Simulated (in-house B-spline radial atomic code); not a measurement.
Tl⁺. Computed with a B-spline radial atomic code. Model: non-relativistic spherical atom: semilocal Troullier-Martins pseudo-atom, one channel per l, against all electrons, high spin, G0W0 and RPA with empty states to l = 8, local potential for every l without a channel, a model core (radius 0 = none) keeps its share of the functional.

The core holds an angular momentum without a channel of its own, so the local potential lets valence electrons into it.

Without relativity these are model numbers for so heavy an element.

What the tables leave out is listed at the end.

The pseudopotential gives back the lowest level of each angular momentum of its own functional in the configuration it was made in; a second state of the same l is only approximately right. Exact exchange, RPA and GW see the smooth pseudo-orbitals and miss the exchange with the core, for which the functional's share stands in. The column with an uncorrelated core keeps all orbitals and exact exchange, and so separates missing core correlation from pseudisation. Only the three outermost levels and the lowest empty one were computed. RPA here is direct RPA, with no exchange kernel, and its energies carry an (l + 1/2)⁻⁴ tail. A hybrid on a potential with a model core restores only its own semilocal share of the core's exchange.

Command:
```bash
python run_psgw.py task.json out
```
Settings (lengths in bohr, energies in hartree):
```
Z                      81
electrons              80
configuration          [Xe] 4f14 5d10 6s2
generated_in           [Xe] 4f14 5d10 6s2
functional             pbe,pbe
core_shells            11
radius_factor          0.9
core_correction        False
ion_configuration      [Xe] 4f14 5d10 6s1
```

Cost of the run: 110 s on 1 thread of Arm Neoverse N1, on a shared host.

Given: made with PBE; model core radius 0 bohr; local radius 1.033 bohr; mean-field start PBE.

Valence shells of the generating configuration: 5p, 5d, 6s.

Channel: s 2.061, p 0.852, d 0.991 (radii in bohr).

Computed: largest level miss in the spin-unpolarised generating configuration 0.003 eV; valence RPA correlation energy all-electron orbitals -1.0537 hartree; valence RPA correlation energy pseudo -1.378 hartree; pseudo-atom RPA polarisability 25.007 bohr³; ionisation by mean-field all-electron 17.612 eV; ionisation by mean-field pseudo minus all -0.002 eV; ionisation by RPA all-electron 17.944 eV.

```json
{"level": "6s", "occupied": "1", "mean-field all-electron (eV)": "-13.851", "mean-field pseudo minus all (eV)": "0", "G0W0 all-electron (eV)": "-17.838", "G0W0 uncorrelated core minus all (eV)": "0.034", "G0W0 pseudo minus all (eV)": "-1.044", "exchange self-energy all-electron (eV)": "-13.255", "exchange self-energy pseudo (eV)": "-13.462"}
{"level": "5d", "occupied": "1", "mean-field all-electron (eV)": "-25.334", "mean-field pseudo minus all (eV)": "0", "G0W0 all-electron (eV)": "-31.687", "G0W0 uncorrelated core minus all (eV)": "0.107", "G0W0 pseudo minus all (eV)": "0.579", "exchange self-energy all-electron (eV)": "-38.86", "exchange self-energy pseudo (eV)": "-30.818"}
{"level": "6p (empty)", "occupied": "0", "mean-field all-electron (eV)": "-8.2569", "mean-field pseudo minus all (eV)": "-0.105", "G0W0 all-electron (eV)": "-5.7849", "G0W0 uncorrelated core minus all (eV)": "0.032", "G0W0 pseudo minus all (eV)": "0.019", "exchange self-energy all-electron (eV)": "-4.0632", "exchange self-energy pseudo (eV)": "-3.1495"}
```

(1) What is the all-electron RPA polarisability, core included?

(2) What is the ionisation by RPA pseudo minus all?

Given: mean-field start PBE0.

Computed: valence RPA correlation energy all-electron orbitals -1.0003 hartree; valence RPA correlation energy pseudo -1.3094 hartree; all-electron RPA polarisability, core included 22.671 bohr³; ionisation by mean-field pseudo minus all 0.446 eV; ionisation by RPA all-electron 17.77 eV; ionisation by RPA pseudo minus all 1.129 eV.

```json
{"level": "6s", "occupied": "1", "mean-field all-electron (eV)": "-14.589", "mean-field pseudo minus all (eV)": "-0.381", "G0W0 all-electron (eV)": "-17.764", "G0W0 uncorrelated core minus all (eV)": "0.036", "G0W0 pseudo minus all (eV)": "-1.16", "exchange self-energy all-electron (eV)": "-13.076", "exchange self-energy pseudo (eV)": "-13.987"}
{"level": "6p (empty)", "occupied": "0", "mean-field all-electron (eV)": "-7.4912", "mean-field pseudo minus all (eV)": "0.061", "G0W0 all-electron (eV)": "-5.739", "G0W0 uncorrelated core minus all (eV)": "0.03", "G0W0 pseudo minus all (eV)": "0.134", "exchange self-energy all-electron (eV)": "-3.7956", "exchange self-energy pseudo (eV)": "-2.917"}
```

(3) What is the ionisation by mean-field all-electron?

(4) What is the pseudo-atom RPA polarisability?

Given: mean-field start Hartree-Fock.

Computed: valence RPA correlation energy all-electron orbitals -0.87136 hartree; valence RPA correlation energy pseudo -1.1432 hartree; all-electron RPA polarisability, core included 19.541 bohr³; pseudo-atom RPA polarisability 14.305 bohr³; ionisation by mean-field all-electron 15.693 eV; ionisation by mean-field pseudo minus all 1.914 eV.

| level | occupied | mean-field all-electron (eV) | mean-field pseudo minus all (eV) | G0W0 all-electron (eV) | G0W0 uncorrelated core minus all (eV) | G0W0 pseudo minus all (eV) | exchange self-energy all-electron (eV) | exchange self-energy pseudo (eV) |
| --- | --- | --- | --- | --- | --- | --- | --- | --- |
| 6s | 1 | -15.942 | -2.009 | -17.553 | 0.038 | -1.209 | -12.285 | -15.622 |
| 6p (empty) | 0 | -4.917 | 0.476 | -5.6985 | 0.02 | 0.53 | -2.774 | -1.905 |

(5) What is the ionisation by RPA all-electron?

(6) What is the ionisation by RPA pseudo minus all?

Answers

(1) 24.91 bohr³.

(2) 1.045 eV.

(3) 17.306 eV.

(4) 21.076 bohr³.

(5) 17.358 eV.

(6) 1.252 eV.

Among the listed levels the largest G0W0 shift of the pseudo-atom is -1.21 eV, for 6s on the Hartree-Fock start, while leaving the core uncorrelated moves that level by +0.04 eV. So pseudisation and the lost core exchange, not the missing core correlation, make the error. Not in the tables (levels of low weight, unsolved or above zero; the highest and the empty levels are kept at any weight): on PBE the G0W0 levels 5p (pseudo minus all +2.63 eV, weights 0.12 and 0.01); on PBE0 the G0W0 levels 5d (pseudo minus all +0.85 eV, weights 0.85 and 0.83), 5p (pseudo minus all +1.06 eV, weights -0.33 and 0.22); on Hartree-Fock the G0W0 levels 5d (pseudo minus all +1.67 eV, weights 0.93 and 0.72), 5p (pseudo minus all +5.23 eV, weights 0.19 and 0.07).
